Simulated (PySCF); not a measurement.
C3H6AlFO. Atoms are numbered in the order given.

```xyz
12

Al     0.3544     0.4869     0.4838
C     -0.1151    -1.3848     0.6554
C     -1.0615    -1.3109    -0.5032
C     -0.7140    -1.2169    -1.7991
H     -0.6022    -1.6915     1.5886
H      0.7560    -2.0249     0.4496
H     -2.1271    -1.2267    -0.2527
H      0.3312    -1.2783    -2.1226
H     -1.4701    -1.0965    -2.5780
F      1.6875     0.9075    -0.4274
O     -0.6042     1.7064     1.1688
H     -0.5047     2.6451     1.0038
```
Charge 0, spin multiplicity 1.

The structure is a stationary point at PBE0-D3(BJ)/def2-SVP. The structure was generated by enumeration; whether it is a known compound was not checked. Other conformers were not sampled.

Method: PySCF with PBE/pcSseg-1.

GIAO shieldings, no solvent; atoms listed in one row are averaged. δ = σ(ref) − σ: ¹³C against TMS (σ = 182.0 ppm); ¹H against TMS (σ = 31.49 ppm); ¹⁹F against CFCl3 (σ = 133.6 ppm); ¹⁷O against H2O (σ = 334.3 ppm), references at their B3LYP-D3(BJ)/def2-TZVP geometries, non-relativistic.

Computed chemical shifts:
```json
[
 {"nucleus": "¹³C", "atoms": "C3", "count": "1", "δ (ppm)": "145.3"},
 {"nucleus": "¹³C", "atoms": "C4", "count": "1", "δ (ppm)": "120.8"},
 {"nucleus": "¹³C", "atoms": "C2", "count": "1", "δ (ppm)": "17.6"},
 {"nucleus": "¹H", "atoms": "H7", "count": "1", "δ (ppm)": "6.80"},
 {"nucleus": "¹H", "atoms": "H8", "count": "1", "δ (ppm)": "5.92"},
 {"nucleus": "¹H", "atoms": "H9", "count": "1", "δ (ppm)": "5.52"},
 {"nucleus": "¹H", "atoms": "H6", "count": "1", "δ (ppm)": "2.25"},
 {"nucleus": "¹H", "atoms": "H12", "count": "1", "δ (ppm)": "1.82"},
 {"nucleus": "¹H", "atoms": "H5", "count": "1", "δ (ppm)": "1.78"},
 {"nucleus": "¹⁹F", "atoms": "F10", "count": "1", "δ (ppm)": "-212.0"},
 {"nucleus": "¹⁷O", "atoms": "O11", "count": "1", "δ (ppm)": "34.7"}
]
```
